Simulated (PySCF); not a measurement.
Record of a relaxation.

C₂H₄GaO (charge -1).
Numbering: `[CH:1]1=[CH:2][GaH2-:3][O:4]1` (hydrogens: H5 on C1; H6 on C2; H7, H8 on Ga3)
Bond orders are those of one Lewis drawing.

Method: PBE0-D3(BJ)/def2-SVP geometry optimisation, gas phase in PySCF; density fitting, grid level 1; the optimiser is geomeTRIC in internal coordinates, started from a GFN2-xTB structure. The frame can shift and turn from step to step; on so coarse a grid that alone can change the energy by a few meV, and forces under 0.02 eV/Å are noise.

Step 0: E = -56542.8410 eV, largest atomic force 1.167 eV/Å
```
atom  x, y, z in Å  |  force x, y, z in eV/Å
C1      1.105   -0.316    0.036   -0.274  -1.134   0.017
C2      0.564    0.913   -0.016    0.156   0.316  -0.002
Ga3    -1.165   -0.053   -0.034   -0.473   0.227  -0.019
O4      0.260   -1.374    0.041    0.724   0.326   0.011
H5      2.171   -0.585    0.076    0.450  -0.021   0.014
H6      1.202    1.797   -0.022   -0.091   0.247  -0.008
H7     -2.034   -0.223   -1.336   -0.230   0.005  -0.510
H8     -2.095   -0.149    1.231   -0.260   0.035   0.497
```

Step 1: E = -56542.8947 eV, largest atomic force 0.439 eV/Å
```
atom  x, y, z in Å  |  force x, y, z in eV/Å
C1      0.503   -1.461   -0.162    0.118   0.075   0.003
C2     -0.049   -0.224   -0.209   -0.175   0.143  -0.008
Ga3    -1.844   -1.132   -0.235    0.086  -0.105   0.007
O4     -0.311   -2.500   -0.160   -0.397  -0.188  -0.009
H5      1.595   -1.694   -0.125   -0.043   0.018  -0.003
H6      0.536    0.701   -0.215   -0.048   0.016  -0.001
H7     -2.736   -1.298   -1.608    0.222   0.030   0.298
H8     -2.808   -1.226    1.097    0.237   0.012  -0.287
```

Step 2: E = -56542.9153 eV, largest atomic force 0.198 eV/Å
```
atom  x, y, z in Å  |  force x, y, z in eV/Å
C1      0.492   -1.465   -0.163    0.032   0.124  -0.003
C2     -0.055   -0.222   -0.209   -0.066  -0.075   0.006
Ga3    -1.837   -1.131   -0.233    0.119  -0.086  -0.001
O4     -0.328   -2.506   -0.160   -0.190   0.056  -0.005
H5      1.582   -1.700   -0.126   -0.008  -0.011  -0.002
H6      0.524    0.706   -0.216   -0.004  -0.015   0.002
H7     -2.709   -1.293   -1.587    0.055   0.005   0.043
H8     -2.783   -1.224    1.077    0.063   0.002  -0.039
```

Step 3: E = -56542.9178 eV, largest atomic force 0.108 eV/Å
```
atom  x, y, z in Å  |  force x, y, z in eV/Å
C1      0.489   -1.465   -0.164   -0.039   0.061  -0.001
C2     -0.060   -0.224   -0.208    0.040   0.038   0.009
Ga3    -1.833   -1.130   -0.232    0.068  -0.083  -0.009
O4     -0.341   -2.503   -0.161   -0.050  -0.002   0.000
H5      1.578   -1.704   -0.128   -0.014  -0.021  -0.003
H6      0.519    0.704   -0.215    0.016   0.005   0.001
H7     -2.695   -1.288   -1.583   -0.013   0.000  -0.035
H8     -2.771   -1.223    1.074   -0.007   0.002   0.038
```

Step 4: E = -56542.9184 eV, largest atomic force 0.055 eV/Å
```
atom  x, y, z in Å  |  force x, y, z in eV/Å
C1      0.485   -1.465   -0.165    0.034   0.036   0.003
C2     -0.058   -0.221   -0.208   -0.010   0.000   0.007
Ga3    -1.832   -1.131   -0.231    0.019  -0.050  -0.011
O4     -0.347   -2.502   -0.162   -0.032   0.039  -0.002
H5      1.572   -1.708   -0.130    0.003  -0.020  -0.002
H6      0.523    0.705   -0.214    0.013  -0.012   0.001
H7     -2.691   -1.288   -1.585   -0.016   0.003  -0.025
H8     -2.767   -1.224    1.077   -0.011   0.004   0.029
```

Step 5: E = -56542.9187 eV, largest atomic force 0.032 eV/Å
```
atom  x, y, z in Å  |  force x, y, z in eV/Å
C1      0.484   -1.465   -0.165    0.025   0.014   0.005
C2     -0.057   -0.221   -0.207   -0.008   0.006   0.004
Ga3    -1.831   -1.132   -0.232   -0.016  -0.026  -0.008
O4     -0.351   -2.500   -0.163   -0.002   0.010  -0.003
H5      1.570   -1.713   -0.131   -0.003  -0.012  -0.002
H6      0.528    0.704   -0.211    0.008  -0.005   0.000
H7     -2.691   -1.286   -1.588   -0.004   0.007   0.002
H8     -2.765   -1.223    1.080   -0.001   0.006   0.003
```

Step 6: E = -56542.9188 eV, largest atomic force under 0.02 eV/Å
```
atom  x, y, z in Å  |  force x, y, z in eV/Å
C1      0.484   -1.465   -0.165    0.009   0.007   0.002
C2     -0.056   -0.221   -0.206   -0.003   0.003   0.002
Ga3    -1.832   -1.132   -0.232   -0.012  -0.009  -0.003
O4     -0.353   -2.499   -0.165    0.002  -0.005  -0.003
H5      1.569   -1.717   -0.131   -0.002  -0.004   0.000
H6      0.531    0.702   -0.210    0.003  -0.001   0.000
H7     -2.693   -1.283   -1.589    0.000   0.006   0.007
H8     -2.765   -1.221    1.081    0.002   0.004  -0.004
```

**Question.** Summarise the path.

**Answer.** The energy falls by 7.51 kJ/mol from step 0 to step 6; nine tenths of that is first reached at step 2. It falls at every step. The largest force goes from 1.167 to under 0.02 eV/Å. Among the bonds Ga3–O4 changes most, from 1.945 to 2.015 Å; the atoms move by 0.046 Å rms after alignment.

The cost below is that of the whole optimisation. Time: 25 s; peak memory 0.47 GiB. Hardware: AMD EPYC 7R43, one thread, shared host with 256 logical CPUs at a one-minute load of 126.
